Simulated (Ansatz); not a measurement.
Reaction (redistribution): `C[SiH](F)Cl` + `O=C=[N][Ge]([F])([F])[F]` → `C[Si](F)(Cl)N=C=O` + `[F][GeH]([F])[F]`

Computed with Ansatz on PBE0-D4/def2-TZVP structures; ΔE is electronic, products minus reactants. CBS: MP2 limit from def2 TZ/QZ plus the TZ coupled-cluster correction, frozen cores. DFT in def2-TZVPP. For Ge outer-core shells are correlated without core-valence functions, which leaves a few kJ/mol of doubt a bond. Scalar relativity is left out up to krypton. One conformer a species, not always the lowest.

```
             level  ΔE (kJ/mol)
           ωB97M-V        -74.1
SCS-MP2/def2-TZVPP        -65.6
```

Question: What does CCSD(T)/CBS give? (An estimate is asked.)

Answer: Ansatz gave: -70.9 kJ/mol. The listed levels differ from it by -3.2, 5.3 kJ/mol.

Largest T1 diagnostic among the species: 0.014.

At CCSD(T), def2-SVP lies +10.3 kJ/mol from the extrapolated value and def2-TZVPP +6.0 kJ/mol. Leaving LDA and LC-ωPBE aside and taking each functional with its dispersion term where it has one, the values, not all of them listed here, spread over 9.1 kJ/mol, from B97M-V to PBE-QIDH. LDA lies −8.3 kJ/mol from PBE without D4.
